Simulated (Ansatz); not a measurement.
Calculated with Ansatz (gas phase, PBE0-D4/def2-TZVP geometries, no zero-point term in ΔE). CBS: MP2 limit from def2 TZ/QZ plus the TZ coupled-cluster correction, frozen cores. Functionals use def2-TZVPP. For Ge outer-core shells are correlated without core-valence functions, which leaves a few kJ/mol of doubt a bond. Scalar relativity is left out up to krypton. Each species was taken in one conformer, which may not be the lowest.

`[F][Ge]([F])([F])[SiH3]` + `[BH2][AlH][OH]` → `[BH2][AlH][O][SiH3]` + `[F][GeH]([F])[F]`  (cleavage of the Si–Ge bond)

| level | ΔE (kJ/mol) |
| --- | --- |
| PBE-D4 | -56.1 |
| revPBE-D4 | -57.7 |
| CAM-B3LYP | -85.9 |
| SCS-MP2/def2-QZVPP | -94.8 |

Q: What does CCSD(T)/CBS give? (Best estimate.)

A: Computed: -81.3 kJ/mol. The listed levels differ from it by 25.2, 23.6, -4.6, -13.5 kJ/mol.

Q: What do rigid-rotor, harmonic-oscillator terms from PBE0-D4/def2-TZVP frequencies (298.15 K, 1 bar) make of the CCSD(T)/CBS value? (Best estimate.)

A: The calculation gave: ΔZPE = -2.4 kJ/mol, ΔH = -84.8 kJ/mol, ΔS = 21 J/(mol·K), ΔG = -91.1 kJ/mol. Modes under 50 cm⁻¹ make the entropy rough.

Largest T1 diagnostic among the species: 0.013.

From BLYP to BHLYP (50 % exact exchange), in def2-TZVPP and without D4, ΔE moves by −23.6 kJ/mol. In def2-TZVPP, CCSD(T) changes the Hartree–Fock value by +27.3 kJ/mol (the triples alone add +3.7 kJ/mol) and MP2 by +21.6 kJ/mol. At CCSD(T), def2-SVP lies −4.3 kJ/mol from the extrapolated value and def2-TZVPP −4.5 kJ/mol.
